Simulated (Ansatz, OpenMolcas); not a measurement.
## C3H9BO3 (SMILES COB(OC)OC): the energy, rung by rung

C3H9BO3: 16 atoms, total charge 0, spin state singlet. As SMILES, `COB(OC)OC`. Geometry: relaxed at PBE0-D4/def2-TZVP.

| atom | x (Å) | y (Å) | z (Å) |
| --- | --- | --- | --- |
| C | 0.4957 | -0.6467 | -2.2626 |
| O | -0.1758 | 0.1829 | -1.3387 |
| B | 0.0001 | 0.0001 | 0.0000 |
| O | 0.8258 | -0.9858 | 0.4503 |
| C | 1.0110 | -1.1785 | 1.8364 |
| O | -0.6501 | 0.8028 | 0.8884 |
| C | -1.5067 | 1.8253 | 0.4262 |
| H | 1.5804 | -0.5650 | -2.1535 |
| H | 0.2149 | -1.6951 | -2.1313 |
| H | 0.2111 | -0.3226 | -3.2640 |
| H | 1.4326 | -0.2869 | 2.3079 |
| H | 0.0667 | -1.4164 | 2.3334 |
| H | 1.7024 | -2.0119 | 1.9638 |
| H | -0.9659 | 2.5462 | -0.1926 |
| H | -2.3307 | 1.4156 | -0.1639 |
| H | -1.9116 | 2.3361 | 1.3002 |

Each level gives the energy change with the C1–H10 bond stretched from 1.090 to 2.399 Å (eV). The values are calculated.

```json
{"level": "HF/6-31G* (spherical functions) (restricted)", "kind": "Hartree–Fock", "program": "OpenMolcas", "value (eV)": "5.76", "CPU time (all runs)": "43 s"}
{"level": "SVWN5/6-31G* (spherical functions) (restricted)", "kind": "LDA", "program": "Ansatz", "value (eV)": "4.49", "CPU time (all runs)": "17 s"}
{"level": "PBE/6-31G* (spherical functions) (restricted)", "kind": "GGA", "program": "OpenMolcas", "value (eV)": "4.41", "CPU time (all runs)": "3.3 min"}
{"level": "revPBE/6-31G* (spherical functions) (restricted)", "kind": "GGA", "program": "OpenMolcas", "value (eV)": "4.35", "CPU time (all runs)": "3.8 min"}
{"level": "M06-L/6-31G* (spherical functions) (restricted)", "kind": "meta-GGA", "program": "OpenMolcas", "value (eV)": "4.68", "CPU time (all runs)": "5 min"}
{"level": "BHLYP/6-31G* (spherical functions) (restricted)", "kind": "global hybrid", "program": "Ansatz", "value (eV)": "5.29", "CPU time (all runs)": "34 s"}
{"level": "CAM-B3LYP/6-31G* (spherical functions) (restricted)", "kind": "range-separated hybrid", "program": "Ansatz", "value (eV)": "5.04", "CPU time (all runs)": "34 s"}
{"level": "CCSD/6-31G* (spherical functions) (restricted)", "kind": "coupled cluster or CI", "program": "Ansatz", "value (eV)": "4.31", "CPU time (all runs)": "2.4 min"}
```

The first shape isn't each level's own minimum. The values span 4.31 to 5.76 eV. CPU times are rough (shared hosts, several kinds of processor and program).
